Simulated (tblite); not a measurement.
Compound: C5H12O3SSi.
Numbering: `[CH3:1][C@@H:2]([C:3](=[O:4])[CH2:5][SiH3:6])[S:7]([CH3:8])(=[O:9])=[O:10]` (hydrogens: H11, H12, H13 on C1; H14 on C2; H15, H16 on C5; H17, H18, H19 on Si6; H20, H21, H22 on C8)

A start from a force field or distance geometry was refined with GFN2-xTB geometry optimisation, gas phase (tblite). Values at the start:

| coordinate | start |
| --- | --- |
| C1–C2 | 1.496 Å |
| C1–H11 | 1.108 Å |
| C2–C3 | 1.492 Å |
| C2–S7 | 1.769 Å |
| C2–H14 | 1.113 Å |
| C3=O4 | 1.233 Å |
| C3–C5 | 1.482 Å |
| C5–Si6 | 1.885 Å |
| C5–H15 | 1.106 Å |
| C5–H16 | 1.116 Å |
| Si6–H17 | 1.495 Å |
| Si6–H19 | 1.455 Å |
| S7–C8 | 1.773 Å |
| S7=O9 | 1.487 Å |
| S7=O10 | 1.505 Å |
| C8–H20 | 1.109 Å |
| C1–C2–C3 | 108.1° |
| C1–C2–S7 | 115.2° |
| C2–C3–C5 | 124.3° |
| C2–S7–C8 | 112.2° |
| C3–C2–S7 | 109.5° |
| C3–C5–Si6 | 104.3° |
| O4–C3–C5 | 117.4° |
| O9–S7–O10 | 107.8° |

Task: How do these coordinates change at the GFN2-xTB level?

Result: 
```json
{"coordinate": "C2–S7", "GFN2-xTB (Å or °)": "1.855", "change": "+0.086"}
{"coordinate": "S7=O10", "GFN2-xTB (Å or °)": "1.437", "change": "-0.068"}
{"coordinate": "S7=O9", "GFN2-xTB (Å or °)": "1.437", "change": "-0.050"}
{"coordinate": "S7–C8", "GFN2-xTB (Å or °)": "1.811", "change": "+0.038"}
{"coordinate": "Si6–H17", "GFN2-xTB (Å or °)": "1.461", "change": "-0.034"}
{"coordinate": "C5–H16", "GFN2-xTB (Å or °)": "1.089", "change": "-0.027"}
{"coordinate": "C8–H20", "GFN2-xTB (Å or °)": "1.083", "change": "-0.026"}
{"coordinate": "C5–Si6", "GFN2-xTB (Å or °)": "1.909", "change": "+0.024"}
{"coordinate": "C2–H14", "GFN2-xTB (Å or °)": "1.090", "change": "-0.023"}
{"coordinate": "C1–H11", "GFN2-xTB (Å or °)": "1.089", "change": "-0.019"}
{"coordinate": "C3=O4", "GFN2-xTB (Å or °)": "1.217", "change": "-0.016"}
{"coordinate": "C1–C2", "GFN2-xTB (Å or °)": "1.512", "change": "+0.016"}
{"coordinate": "C5–H15", "GFN2-xTB (Å or °)": "1.092", "change": "-0.014"}
{"coordinate": "Si6–H19", "GFN2-xTB (Å or °)": "1.467", "change": "+0.012"}
{"coordinate": "C2–C3", "GFN2-xTB (Å or °)": "1.498", "change": "+0.006"}
{"coordinate": "C3–C5", "GFN2-xTB (Å or °)": "1.481", "change": "-0.001"}
{"coordinate": "C1–C2–C3", "GFN2-xTB (Å or °)": "118.6", "change": "+10.5"}
{"coordinate": "O9–S7–O10", "GFN2-xTB (Å or °)": "117.2", "change": "+9.4"}
{"coordinate": "C1–C2–S7", "GFN2-xTB (Å or °)": "106.2", "change": "-9.0"}
{"coordinate": "C3–C2–S7", "GFN2-xTB (Å or °)": "102.1", "change": "-7.4"}
{"coordinate": "C2–S7–C8", "GFN2-xTB (Å or °)": "105.9", "change": "-6.3"}
{"coordinate": "C2–C3–C5", "GFN2-xTB (Å or °)": "119.3", "change": "-5.0"}
{"coordinate": "O4–C3–C5", "GFN2-xTB (Å or °)": "121.0", "change": "+3.6"}
{"coordinate": "C3–C5–Si6", "GFN2-xTB (Å or °)": "106.9", "change": "+2.6"}
```

The energy falls by 102.1 kJ/mol over 215 L-BFGS steps, the largest force on an atom goes from 5.98 to 0.009 eV/Å, and the atoms move by 1.130 Å rms after alignment. The bond that changes most is C2–S7 (sp3 carbon bound to sulfur to sulfonyl sulfur), which lengthens by 0.086 Å. Bonds longer at the end by more than 0.005 Å: 6 of 21; shorter: 14. Among the dihedrals that turn most is H14–C2–C3–C5, from 59° to 156°. Rotational constants go from 2020, 577.3, 510.5 to 1793, 623.7, 571.4 MHz.

The run took 1.9 s of wall time on one thread of an Intel Xeon 6975P-C (shared host).

Its GFN2-xTB frequencies are all real (lowest 37 cm⁻¹). The numbers are those of one conformer.

The numbers are calculated, not measured.
